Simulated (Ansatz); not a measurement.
Pulling the pair apart

The pair of K⁺ (SMILES [K+], atom 1) and Br⁻ (SMILES [Br-], atom 2), both closed shells, in one local arrangement (a lower one may exist), relaxed at PBE0-D4/def2-TZVP:

```
2
angstrom
K 0.0000 0.0000 -1.4240
Br -0.0000 -0.0000 1.4240
```

Br⁻ is shifted rigidly along the line between the mean atom positions of the two fragments (negative: closer). Counterpoise interaction energies in kJ/mol. Computed with Ansatz 0.2.0 (basis: def2-TZVPPD); correlated methods freeze the cores. Filled d shells of the heavier atoms are correlated. The outer core shell of Li, Na, Mg and K is correlated. The def2 sets are not built for correlating such inner shells, so the correlated values are less sure here.

| shift (Å) | r2SCAN-D4 | PBE-D4 | PBE0-D4 |
| --- | --- | --- | --- |
| -0.28 | -435.5 | -442.1 | -441.3 |
| -0.14 | -456.5 | -462.0 | -461.1 |
| 0.00 | -462.8 | -467.8 | -466.7 |
| 0.14 | -460.1 | -465.0 | -463.4 |
| 0.34 | -447.4 | -452.7 | -450.3 |
| 0.71 | -413.1 | -419.9 | -415.9 |
| 1.42 | -346.9 | -357.7 | -351.1 |
| 2.85 | -255.8 | -272.3 | -256.9 |

What does CCSD(T) give at these shifts? (An estimate is asked for; the value comes from the calculation.)

By the calculation: -419.9, -444.5, -453.4, -452.5, -441.5, -408.8, -342.7, -250.6 kJ/mol. For zero shift, CCSD(T) at an estimated basis limit (MP2 extrapolated from triple and quadruple zeta, plus CCSD(T) − MP2 in triple zeta) gives -469.9 kJ/mol. These are counterpoise interaction energies, counted from the two frozen fragments.

No T1 diagnostic of these runs exceeds 0.007.

For scale, one of the runs: CCSD(T)/def2-TZVPPD, 93 basis functions, launched by `ansatz run in.yaml --threads 2 --pin off --events-out ev --progress --plain --max-ram 5222MiB`. Hardware: 2 CPU threads of an Intel Xeon 6975P-C, shared host. Wall time about 2.7 s.
